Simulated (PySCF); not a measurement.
A structure optimised at PBE-D3(BJ)/def2-TZVPD, used in a PySCF frequency run:

```xyz
4

C     -0.6573    -0.0543     0.0000
F      0.6885     0.0094     0.0000
H     -1.1264     0.1209     0.9673
H     -1.1264     0.1209    -0.9673
```
Charge 0, spin multiplicity 2.

Problem. Write its SMILES, formula and point group.

Solution. [CH2]F, CH₂F, Cs

Problem. What are its rotational constants (standard atomic weights)?

Solution. 259.73, 30.520, 27.487 GHz
